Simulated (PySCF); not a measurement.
# Two-component Hartree-Fock for I²²⁺ (iodine, charge +22)

Start: [Ar] 3d10 4s2 4p1; 4p3/2 filled at m_j = +3/2. Calculated with PySCF 2.14 in an uncontracted even-tempered set (17 s from 1.5 bohr⁻², ratio 2.8; 13 p from 2 bohr⁻², ratio 2.8; 8 d from 3.5 bohr⁻², ratio 2.8; 4 f from 9.6 bohr⁻², ratio 3): generalised Hartree-Fock with the X2C-1e Hamiltonian and a Gaussian nucleus; one run each with spin-orbit coupling (SO) screened by Boettger's factors, then bare. This is a chosen level, not necessarily the ground level.

| spinor shell | electrons | ε, screened SO (eV) | ε, bare SO (eV) | weight of nominal j (bare SO) | rms radius, bare SO (bohr) |
| --- | --- | --- | --- | --- | --- |
| 1s1/2 | 2 | -34000.3 | -34000.0 | 1.000 | 0.0311 |
| 2s1/2 | 2 | -5904.4 | -5904.3 | 1.000 | 0.127 |
| 2p1/2 | 2 | -5570.2 | -5579.1 | 1.000 | 0.109 |
| 3s1/2 | 2 | -1721.8 | -1721.8 | 1.000 | 0.330 |
| 3p1/2 | 2 | -1581.3 | -1583.1 | 1.000 | 0.322 |
| 3p3/2 | 4 | -1521.7 | -1521.0 | 1.000 | 0.334 |
| 3d3/2 | 4 | -1282.3 | -1284.1 | 0.999 | 0.304 |
| 3d5/2 | 6 | -1269.9 | -1268.8 | 0.999 | 0.307 |
| 4s1/2 | 2 | -728.05 | -728.06 | 1.000 | 0.715 |
| 4p3/2 | 1 | -665.38 | -665.19 | 1.000 | 0.751 |

Question: Where does 2p3/2 lie, and what is the 2p spin-orbit splitting (bare SO)?

Answer: At -5264.6 eV, 314.58 eV above 2p1/2.

```json
{"quantity": "E (hartree)", "screened SO": "-6897.97586", "bare SO": "-6898.15234"}
{"quantity": "M_J", "screened SO": "3/2", "bare SO": "3/2"}
{"quantity": "⟨J²⟩", "screened SO": "3.752", "bare SO": "3.752"}
{"quantity": "⟨L²⟩", "screened SO": "2.015", "bare SO": "2.017"}
{"quantity": "⟨S²⟩", "screened SO": "0.764", "bare SO": "0.766"}
```

Each row is a mean over spinors that exchange with the open shell spreads, by up to 7.921 eV (4s1/2).

Breit and QED terms are absent; they matter most for the inner s and p1/2 levels.

Densities and radii are taken from the X2C orbitals without a picture-change correction, which distorts them close to the nucleus.
